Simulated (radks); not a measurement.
The numbers below are computed, except where a source is named.
Initial-state core-level shifts of neutral titanium when its valence configuration changes from [Ar] 3d2 4s2. Level of theory: Dirac Kohn-Sham, PBE, spin-unpolarised, spherical densities, finite nucleus; open shells are shared between the two j in proportion to 2j + 1; Fermi nuclear charge, rms radius 3.5921 fm (a radial shooting solver on a logarithmic mesh with Libxc functionals). Shifts are changes of the shell-averaged eigenvalues in eV (positive: less bound); the change of the density at the nucleus, which sets a Mossbauer isomer shift, is in e/bohr^3, on a base of 8499.

valence	1s	2s	3s	3p	density at nucleus
3d2 4s1.5 4p0.5	-0.698	-0.667	-0.687	-0.687	-1.5080
3d2 4p2	-2.608	-2.492	-2.566	-2.560	-6.6858
3d2 4s1 4p1	-1.360	-1.299	-1.338	-1.337	-3.1353
3d4	+4.501	+5.436	+4.836	+4.594	-7.6949
3d3 4s1	+3.178	+3.758	+3.311	+3.156	-4.5544
3d1 4s1 4p2	-7.790	-8.655	-7.583	-7.316	-0.6808
3d1 4s2 4p1	-6.511	-7.397	-6.339	-6.084	+3.3674
3d3.5 4p0.5	+3.535	+4.381	+3.784	+3.568	-7.6364
3d1 4p3	-8.992	-9.839	-8.752	-8.471	-5.0996
